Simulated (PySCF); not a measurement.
Structure with atom numbers: `[CH:1]#[C:2][P+:3]1([AlH3-:4])[CH2:5][CH2:6][O:7][CH2:8][CH2:9]1`; H(Xn) means a hydrogen on atom n.

How the numbers were obtained: σ from GIAO-B3LYP/pcSseg-1, structure optimised with PBE0-D3(BJ)/def2-SVP, in PySCF 2.14.0 with density-fitted response routines (isolated molecule, single conformer, relativity neglected, averaged over atoms made equivalent by symmetry, fast rotation or ring inversion).

Problem. List the cross peaks expected in HSQC, COSY and HMBC spectra.

Solution. 

HSQC (one-bond C–H):
```tsv
δH	δC
4.07 (Hb(C6)/Ha(C8))	66.8 (C6/C8)
3.67 (Ha(C6)/Hb(C8))	66.8 (C6/C8)
2.90 (H(C1))	103.1 (C1)
2.02 (Ha(C5)/Ha(C9))	28.1 (C5/C9)
1.68 (Hb(C5)/Hb(C9))	28.1 (C5/C9)
```

COSY cross peaks (H two or three bonds apart, from the bond graph; peaks can be absent where the dihedral angle is near 90°):
```tsv
δH	δH
4.07 (Hb(C6)/Ha(C8))	3.67 (Ha(C6)/Hb(C8))
4.07 (Hb(C6)/Ha(C8))	2.02 (Ha(C5)/Ha(C9))
4.07 (Hb(C6)/Ha(C8))	1.68 (Hb(C5)/Hb(C9))
3.67 (Ha(C6)/Hb(C8))	2.02 (Ha(C5)/Ha(C9))
3.67 (Ha(C6)/Hb(C8))	1.68 (Hb(C5)/Hb(C9))
2.02 (Ha(C5)/Ha(C9))	1.68 (Hb(C5)/Hb(C9))
```

HMBC (two and three bonds, from the bond graph):
```tsv
δH	δC
4.07 (Hb(C6)/Ha(C8))	66.8 (C6/C8), 28.1 (C5/C9)
3.79 (H(Al4))	78.8 (C2), 28.1 (C5/C9)
3.67 (Ha(C6)/Hb(C8))	66.8 (C6/C8), 28.1 (C5/C9)
2.90 (H(C1))	78.8 (C2)
2.02 (Ha(C5)/Ha(C9))	78.8 (C2), 66.8 (C6/C8), 28.1 (C5/C9)
1.68 (Hb(C5)/Hb(C9))	78.8 (C2), 66.8 (C6/C8), 28.1 (C5/C9)
```

Referencing at the same level of theory: $^{1}$H and $^{13}$C against TMS.

Short H···H contacts in this conformer between protons four or more bonds apart (candidates for NOE cross peaks, intensity ∝ r⁻⁶): H(Al4)···Hb(C8) 2.74 Å.

Hydrides on Al or Ga are broadened by the quadrupolar metal nucleus. Shifts are as computed. Against solution values, carbons near 30 ppm lie about +2 ppm off and those near 130 ppm about +6 ppm. Of 1313 compounds with measured shifts, 239 miss one by over three times the rms of a fit or turn the order of signals round; such compounds aren't used in these exercises.
